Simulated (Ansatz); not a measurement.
Program: Ansatz. Geometries: PBE0-D4/def2-TZVP. ΔE: electronic, gas phase. CBS: MP2 limit from def2 TZ/QZ plus the TZ coupled-cluster correction, frozen cores. DFT in def2-TZVPP. B3LYP here is the variant with VWN-RPA as its local correlation; programs differ in this. For Ge outer-core shells are correlated without core-valence functions, which leaves a few kJ/mol of doubt a bond. Scalar relativity is left out up to krypton. One conformer a species, not always the lowest.

Consider the redistribution: `BN(C=C)[SiH2]C` + `OB(O)[O][GeH3]` → `C[SiH2]OB(O)O` + `B[N]([GeH3])C=C`.

`BN(C=C)[SiH2]C`:

Z-matrix (Å, degrees):
```
Si
C 1 1.863
N 1 1.773 2 111.2
H 1 1.480 2 111.0 3 -118.0
H 1 1.487 2 110.5 3 120.6
H 2 1.092 1 110.4 3 62.6
H 2 1.091 1 111.7 3 -57.8
H 2 1.093 1 110.1 3 -178.1
C 3 1.404 1 120.0 2 70.3
B 3 1.407 1 120.4 2 -107.7
C 9 1.329 3 126.7 1 3.2
H 9 1.086 3 113.2 1 -176.9
H 10 1.198 3 119.0 1 178.1
H 10 1.195 3 119.4 1 -1.7
H 11 1.081 9 119.6 3 179.8
H 11 1.084 9 123.3 3 0.7
```

`OB(O)[O][GeH3]`:

```xyz
10

O    -1.311    0.945   -0.190
B    -0.404    0.238   -0.936
O    -0.520    0.239   -2.300
O     0.590   -0.450   -0.317
Ge    0.804   -0.497    1.463
H    -1.966    1.389   -0.733
H     0.167   -0.287   -2.715
H     1.047    0.930    1.972
H    -0.446   -1.122    2.097
H     2.039   -1.384    1.660
```

`C[SiH2]OB(O)O`:

```xyz
13

C    -1.835   -0.316    0.734
Si   -0.463    0.932    0.847
O     0.556    0.833   -0.457
B     1.336   -0.188   -0.905
O     1.316   -1.392   -0.258
O     2.141   -0.031   -1.999
H    -2.421   -0.174   -0.177
H    -1.428   -1.329    0.732
H    -2.509   -0.217    1.590
H    -1.000    2.316    0.822
H     0.319    0.741    2.097
H     1.913   -2.029   -0.659
H     2.077    0.853   -2.367
```

`B[N]([GeH3])C=C`:

```xyz
13

B     1.233    0.157   -1.509
N     0.346    0.033   -0.429
Ge    0.007    1.492    0.699
C    -0.302   -1.178   -0.171
C    -1.160   -1.425    0.815
H     1.426   -0.796   -2.210
H     1.775    1.204   -1.709
H    -1.494    1.811    0.647
H     0.852    2.644    0.158
H     0.412    1.108    2.129
H    -0.042   -1.962   -0.877
H    -1.455   -0.681    1.547
H    -1.598   -2.408    0.911
```

Is it downhill or uphill in electronic energy at CCSD(T)/CBS, and by how much? (Best estimate.)

Ansatz gave: Downhill: ΔE = -33.1 kJ/mol.

What do these levels give: PBE-D4, r2SCAN-D4, ωB97M-V, B2PLYP, PBE, B3LYP, HF/def2-TZVPP, SCS-MP2/def2-TZVPP, CCSD/def2-TZVPP, CCSD(T)/def2-TZVPP, HF/def2-QZVPP, MP2/def2-QZVPP? (Estimate.)

Computed: PBE-D4 -27.8, r2SCAN-D4 -30.5, ωB97M-V -29.2, B2PLYP -31.5, PBE -29.0, B3LYP -31.8, HF/def2-TZVPP -32.1, SCS-MP2/def2-TZVPP -30.7, CCSD/def2-TZVPP -31.5, CCSD(T)/def2-TZVPP -30.8, HF/def2-QZVPP -32.0, MP2/def2-QZVPP -32.8 kJ/mol.

Largest T1 diagnostic among the species: 0.013.
